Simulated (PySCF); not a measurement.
# Electron correlation in F (fluorine, neutral)

[He] 2s1 2p6, 2S determinant (an excited configuration). All numbers are calculated (PySCF 2.14, no relativity, point nucleus, in def2-TZVPPD (6s4p3d1f, 40 functions)). Frozen: nothing; 9 electrons correlated.

```
  level  correlation energy (mhartree)
   CCSD                        -339.32
    (T)                         -60.79
CCSD(T)                        -400.11
```

Diagnostics: T1 = 0.036, D1 = 0.1465, largest double amplitude 0.385.

Question: Is a single reference adequate?

Answer: Not fully. T1 exceeds 0.03, a sign that the reference determinant is poor. A double-excitation amplitude exceeds 0.15, a sign of near-degeneracy.

This basis was not built for core-valence correlation, so the inner-shell part is incomplete.
